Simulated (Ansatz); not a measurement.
Consider the substitution at a C–C bond: `C=CCCCCCCCC` + HCl → `CCCCCCCCCl` + `C=C`.

Isolated molecules relaxed with PBE0-D4/def2-TZVP in Ansatz; ΔE leaves out vibrations. CCSD(T)/CBS is the MP2 limit (def2-TZVPP, def2-QZVPP) plus CCSD(T) − MP2 in def2-TZVPP, frozen cores. This one scheme is used for every species. Functionals use def2-TZVPP. B3LYP here is the variant with VWN-RPA as its local correlation; programs differ in this. Each species was taken in one conformer, which may not be the lowest.

| level | ΔE (kJ/mol) | difference from CCSD(T)/CBS |
| --- | --- | --- |
| r2SCAN-D4 | 11.3 | -0.8 |
| PBE0-D4 | 14.1 | 2.0 |
| B3LYP-D4 | 11.3 | -0.8 |
| B2PLYP | 1.8 | -10.3 |
| CCSD/def2-TZVPP | 12.7 | 0.6 |
| MP2/def2-QZVPP | 17.3 | 5.2 |
| SCS-MP2/def2-QZVPP | 9.8 | -2.3 |
| HF/CBS(def2) | -15.6 | -27.7 |
| MP2/CBS(def2) | 15.9 | 3.8 |
| CCSD/CBS(def2) | 9.2 | -2.9 |
| CCSD(T)/CBS | 12.1 | 0 |

Largest T1 diagnostic among the species: 0.011.

In def2-TZVPP, CCSD(T) changes the Hartree–Fock value by +30.8 kJ/mol (the triples alone add +2.9 kJ/mol) and MP2 by +34.6 kJ/mol. The D4 term adds +18.4 kJ/mol with B3LYP and +11.9 kJ/mol with PBE0; it sums over pairs of atoms, weighted by their polarisabilities, and B3LYP, whose exchange is more repulsive, gets the larger term.
